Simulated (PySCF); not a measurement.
**Radial density of W (tungsten, neutral)**

r2SCAN0, [Xe] 4f14 5d4 6s2, high-spin 5D determinant. Calculation: PySCF 2.14, in x2c-QZVPPall; scalar relativity by spin-free X2C-1e.

| r (bohr) | 4πr²ρ (e/bohr) | 4πr²(ρα − ρβ) |
| --- | --- | --- |
| 0.0164 | 97.23 | -0.0024 |
| 0.0275 | 91.37 | -0.0039 |
| 0.0463 | 129.3 | 0.0198 |
| 0.0779 | 118.0 | 0.1249 |
| 0.131 | 116.1 | 0.1580 |
| 0.220 | 90.24 | -0.0411 |
| 0.370 | 72.75 | 0.3014 |
| 0.623 | 44.42 | -0.0660 |
| 1.05 | 16.09 | 1.3895 |
| 1.76 | 5.160 | 2.2583 |
| 2.97 | 1.477 | 0.7164 |
| 4.99 | 0.2340 | 0.0106 |
| 8.39 | 0.005585 | -0.0020 |

Densities and radii are taken from the X2C orbitals without a picture-change correction, which distorts them close to the nucleus.

Spin-orbit coupling, absent here, splits the open shell strongly.

Question: Where is the radial spin density 4πr²(ρα − ρβ) most negative, and why is it negative at all?

Answer: Around r = 0.623 bohr, down to -0.0660 e/bohr: exchange with the open shell polarises the paired shells in an unrestricted calculation.
